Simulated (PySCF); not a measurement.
**Excitation energy of Mo²⁺ by level of theory**

Mo²⁺ [Kr] 4d4 (5D) → Mo²⁺ [Kr] 4d3 5s1 (5F), as a difference of total energies. All numbers are calculated (PySCF 2.14, scalar relativity through the core potential, in aug-cc-pVTZ-PP with ECP28MDF (6s6p5d3f2g, 88 functions)). Correlated levels: valence: 4s2 4p6 frozen. The calculations carry no spin-orbit coupling.

```csv
method,excitation energy (eV)
UHF,3.894
LDA,3.641
PBE,3.703
PBE0,3.910
r2SCAN,3.653
MN15,4.040
BHandHLYP,3.890
TPSS,3.704
BLYP,3.508
MP2 (valence),4.059
SCS-MP2 (valence),3.949
```

Task: How much does correlation contribute at MP2 (valence)?

Result: 4.059 − (3.894) = 0.165 eV, measured against UHF.
